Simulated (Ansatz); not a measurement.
A nudged elastic band was laid between two geometries of GaH$_{6}$NO (9 atoms, charge 0, multiplicity 1).

Method: Ansatz 0.2.0, RKS CAM-B3LYP-D4/def2-SVP.

```json
{
 "movable images": "5",
 "climbing image": "yes",
 "spring": "5.0 eV/Å²",
 "optimiser": "quadratic models (default)",
 "start path": "through a guess of the saddle point",
 "force threshold": "0.05 eV/Å",
 "iteration limit": "53",
 "end points": "relaxed"
}
```

First end point:

```xyz
9
Properties=species:S:1:pos:R:3
Ga -0.031 0.151 0.200
O -0.362 -0.222 1.967
H -0.870 -1.011 2.174
H 1.423 -0.184 -0.300
H -1.292 0.146 -0.745
N 0.149 2.151 0.861
H 1.076 2.568 0.785
H -0.541 2.811 0.506
H -0.054 1.949 1.847
```

Last end point:

```xyz
9
Properties=species:S:1:pos:R:3
Ga 0.108 0.431 -0.044
O -0.180 -0.071 2.024
H -1.055 -0.387 2.288
H 1.490 -0.207 -0.385
H -1.269 0.038 -0.681
N 0.141 2.155 0.751
H 1.027 2.656 0.768
H -0.584 2.816 0.479
H -0.179 0.928 2.095
```

What changes between the two ends?

Bonds broken: N6–H9. Bonds formed: O2–H9.

What energy profile does the band end with?

The run converged. The highest image is number 4 of 0 to 6, 0.64 eV above the first end and 0.10 eV above the last; the last end lies 0.54 eV above the first. A vibrational analysis at the climbing image gives one clearly imaginary mode, 964i cm⁻¹: a first-order saddle point. The orbitals stay closed-shell, which can raise the energy where a bond breaks towards radicals; this wasn't checked here.

```csv
image,path coordinate (Å),energy (eV),N6–H9 (Å),O2–H9 (Å)
0,0.00,0.00,1.03,2.20
1,0.35,0.01,1.03,2.14
2,0.70,0.07,1.04,1.90
3,1.05,0.30,1.10,1.54
4,1.39,0.64,1.37,1.17
5,1.64,0.56,1.63,1.04
6,1.88,0.54,1.85,1.00
```

What is the geometry of the highest image?


```xyz
9
Properties=species:S:1:pos:R:3
Ga 0.089 0.311 -0.019
O -0.180 -0.015 1.953
H -1.027 -0.343 2.279
H 1.504 -0.210 -0.412
H -1.263 0.047 -0.759
N 0.119 2.082 0.861
H 1.002 2.588 0.919
H -0.615 2.753 0.639
H -0.129 1.145 1.834
```

What are the harmonic wavenumbers there?

964i, 377, 397, 421, 456, 524, 535, 682, 708, 746, 765, 777, 812, 1516, 1559, 1863, 1992, 2019, 3543, 3630, 3877 cm⁻¹.

Run time: 3.6 min on 2 threads of Intel(R) Xeon(R) Platinum 8259CL CPU @ 2.50GHz (Skylake/Cascade Lake) (shared host), peak memory 0.23 GiB.
